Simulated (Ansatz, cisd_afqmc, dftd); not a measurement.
System: C₂H₅N, charge 0, singlet. C2H5N (N-methylmethanimine, SMILES CN=C).
B3LYP-D3(BJ)/def2-TZVP minimum from Ansatz (a quantum-chemistry and plane-wave program):
```xyz
8

C      1.0928    -0.3693    -0.0056
N     -0.0413     0.5023     0.2188
C     -1.1816     0.0977    -0.1290
H      1.8176     0.1481    -0.6378
H      1.5855    -0.5625     0.9498
H      0.8258    -1.3271    -0.4733
H     -1.3590    -0.8820    -0.5935
H     -2.0482     0.7365     0.0303
```

Wanted: atomisation energy (electronic, to ground-state atoms), in kJ/mol. Radicals and triplets start from unrestricted determinants; spin-orbit coupling is neglected. Cores are frozen in correlated methods. Rows without X2C or -DK are non-relativistic. The Monte Carlo rows (phaseless AFQMC, CISD trial, step 0.005/hartree) carry one-sigma bars that omit the constraint's bias. Outlying blocks are dropped, and bars are widened where a walk drifts. Over all cases where full CI ran beside it in this data, AFQMC minus full CI had a median of +0.1 mEh and passed +0.4 mEh in a tenth of the cases. CBS(X,Y): correlation extrapolated as X^-3, Hartree-Fock from the larger set (Q,5: extrapolated as (X+1)exp(-9√X)). A bracket is a step between two methods taken in the basis named. Functionals run without relativity, which enters their misses. Double hybrids freeze cores in their MP2 part. 'core' is core correlation in cc-pwCVTZ, 'X2C' scalar relativity in cc-pVTZ-DK, both at CCSD(T). For partners of very few electrons the exact lower level stands in for a higher one.

| level | program | atomisation energy (kJ/mol) | difference against the last row |
|---|---|---|---|
| HF/cc-pV5Z | Ansatz | 2182.1 | -875.3 |
| r2SCAN/def2-TZVPD | Ansatz | 3044.0 | -13.4 |
| CAM-B3LYP/def2-TZVPD | Ansatz | 3068.6 | 11.2 |
| B2PLYP-D4/def2-TZVPD | Ansatz + dftd4 | 3032.4 | -25.0 |
| CCSD(T)/cc-pVTZ | Ansatz | 2970.5 | -86.9 |
| CCSD(T)/cc-pVQZ | Ansatz | 3017.2 | -40.2 |
| CCSD(T)/CBS(cc-pVTZ,cc-pVQZ) | Ansatz | 3047.0 | -10.4 |
| CCSDT(Q)/cc-pVDZ | Ansatz | 2816.6 | -240.8 |
| AFQMC/CISD/cc-pVTZ | cisd_afqmc | 2970.8 ± 1.0 | -86.6 |
| CCSD(T)/CBS(cc-pVQZ,cc-pV5Z) + [AFQMC/CISD - CCSD(T)]/cc-pVTZ + core + X2C | Ansatz + cisd_afqmc | 3055.1 ± 1.0 | -2.3 |
| CCSD(T)/CBS(cc-pVQZ,cc-pV5Z) + [CCSDT(Q) - CCSD(T)]/cc-pVDZ + core + X2C | Ansatz | 3057.4 | 0.0 |
